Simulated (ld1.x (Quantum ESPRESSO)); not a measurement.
silver (Ag): one change to a TM potential, before and after

```
Element                 : Ag
Generator               : ld1.x (Quantum ESPRESSO) 7.5
Type                    : norm-conserving Troullier–Martins (Kleinman–Bylander form)
Functional              : PBE
Relativity              : scalar-relativistic
Frozen core             : [Kr]
Valence charge          : 11
Reference configuration : 4d10 5s1 5p0
Partial waves           : 5s (bound): rc 1.75 bohr; 5p (bound, empty): rc 3.85 bohr; 4d (bound): rc 1.30 bohr
Local potential         : the d channel
Core correction         : none
```

Change: wave 4d (bound): rc 1.30 bohr becomes 4d (bound): rc 1.00 bohr.

Cutoffs: the cutoffs (Ry, on a coarse ladder) from which the occupation-weighted sum of valence levels, in a spherical-Bessel basis at the reference potential, stays within 10 and 1 mRy of its value at 400 Ry; they do not see the model core or the augmentation charge, which bear on the density cutoff. Errors are all-electron minus pseudo energies relative to the spin-unpolarised reference configuration.

Question: How do hardness, ghosts and transferability respond?

Answer: The potential gets harder (80 Ry and 110 Ry → 120 Ry and 180 Ry); both files keep a bound ghost (p, s); of the 6 tests that both files solve, the error grows in 0 and shrinks in 1 by more than 15 % and 0.3 meV (median size 15.1 → 10.6 meV). A smaller radius makes the pseudo-wave follow the all-electron one further in, where it bends more sharply, so more plane waves are needed.

| quantity | base | changed |
| --- | --- | --- |
| cutoff, loose | 80 Ry | 120 Ry |
| cutoff, tight | 110 Ry | 180 Ry |
| loose cutoff by channel (10 mRy a level) | s 21 Ry, d 60 Ry | s 21 Ry, d 70 Ry |
| bound ghosts | s, p | s, p |
| tests counted (converged, no solver errors) | 6 of 7 | 6 of 7 |
| error for 4d10 5s0 5p0, meV [ΔE 7.76 eV] | +11 | +11 |
| error for 4d9 5s0 5p0, meV [ΔE 29.87 eV] | +27 | +29 |
| error for 4d8 5s0 5p0, meV [ΔE 66.06 eV] | -67 | -59 |
| error for 4d10 5s0 5p1, meV [ΔE 3.87 eV] | +7.6 | +7.7 |
| error for 4d9 5s1 5p0, meV [ΔE 13.15 eV] | -20 | -11 |
| error for 4d10 5s0.5 5p0, meV [ΔE 3.02 eV] | +1.5 | +1.6 |
| s: phases at 4.18 bohr within 0.05 rad from the reference energy up to (Ry; the scan ends near 5) | 0.9 | 0.8 |
| p: phases at 4.18 bohr within 0.05 rad from the reference energy up to (Ry; the scan ends near 5) | 1.3 | 1.3 |
| d: phases at 4.18 bohr within 0.05 rad from the reference energy up to (Ry; the scan ends near 5) | to the end of the scan | to the end of the scan |

Base: Tests not counted: 4d9 5s1 5p1 (solver errors, printed error -2.1 eV). Changed file: Tests not counted: 4d9 5s1 5p1 (solver errors, printed error -2.5 eV). These tests converged, but a pseudo level misses the all-electron one widely, so the file describes the atom poorly there or has found another state: 4d9 5s1 5p0: empty 5p by 2.1 eV. A true bound ghost makes a file unfit for plane-wave use even where its test errors are small: the radial tests pick states by their node count and pass the ghost by. Where a test does run into it, the solver fails or the error is huge.
